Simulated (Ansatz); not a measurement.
Two members of one family ((BeTe)n), computed with Ansatz in the gas phase; def2 core potentials for Te, no spin–orbit coupling. The two geometries come from different levels. Binding counts from free atoms in the multiplicity of their measured ground term, without zero-point energy. A dash marks a value that wasn't run or was left out as unsound. The structures are stationary points that may keep the symmetry of their start. Remarks come from the PBE and PBE0 runs and from stability tests at other levels; not every state was tested. HOMO above LUMO (over both spins in singlets and doublets, within one spin in higher multiplets; at PBE or PBE0), or a gap under 0.15 eV within one spin, warns that the state may not be the lowest or that an electron is smeared out.

First: (BeTe)2 ring (singlet, charge 0, PBE0-D4/def2-TZVP geometry).

Cartesian coordinates in Å:
```
Be -0.264 0.663 0.758
Te 0.441 -1.398 1.377
Be 0.264 -0.663 -0.758
Te -0.441 1.398 -1.377
```

```tsv
level	HOMO (eV)	LUMO (eV)	gap (eV)	vertical IE (eV)	vertical triplet (eV)	binding per atom (eV)
PBE-D4/def2-SVP	-5.21	-3.63	1.58	–	–	2.56
PBE-D4/def2-TZVP	-5.29	-3.59	1.70	7.78	1.72	2.57
B3LYP-D4/def2-TZVP	-5.95	-3.06	2.89	–	–	2.38
PBE0-D4/def2-TZVP	-6.18	-2.88	3.31	7.92	1.92	2.51
ωB97M-V/def2-TZVP	-8.06	-1.31	6.75	–	–	2.32
```

Second: (BeTe)4 cube (singlet, charge 0, PBE-D4/def2-SVP geometry).

Cartesian coordinates in Å:
```
Be 0.3546 0.1531 1.4668
Te 2.3783 0.5201 0.2129
Be 0.3020 1.2946 -0.7307
Te -1.3205 1.8119 0.9723
Be -1.4753 -0.3226 -0.1325
Te -0.4870 -2.0857 1.1776
Be 0.8191 -1.1248 -0.6028
Te -0.5711 -0.2466 -2.3637
```

**Question.** Estimate how these quantities change from the first to the second (second minus first).

**Answer.** 
| level | Δ HOMO (eV) | Δ LUMO (eV) | Δ gap (eV) | Δ vertical IE (eV) | Δ vertical triplet (eV) | Δ binding per atom (eV) |
| --- | --- | --- | --- | --- | --- | --- |
| PBE-D4/def2-SVP | -0.60 | -0.33 | 0.27 | – | – | 0.51 |
| PBE-D4/def2-TZVP | -0.53 | -0.37 | 0.16 | 0.13 | 0.03 | 0.48 |
| B3LYP-D4/def2-TZVP | -0.56 | -0.29 | 0.27 | – | – | 0.43 |
| PBE0-D4/def2-TZVP | -0.56 | -0.44 | 0.12 | 0.31 | 0.17 | 0.49 |
| ωB97M-V/def2-TZVP | -0.57 | -0.36 | 0.21 | – | – | 0.47 |

Remarks: gap within one spin near zero at PBE or PBE0 (+1 doublet), gap within one spin near zero at PBE or PBE0 (triplet).
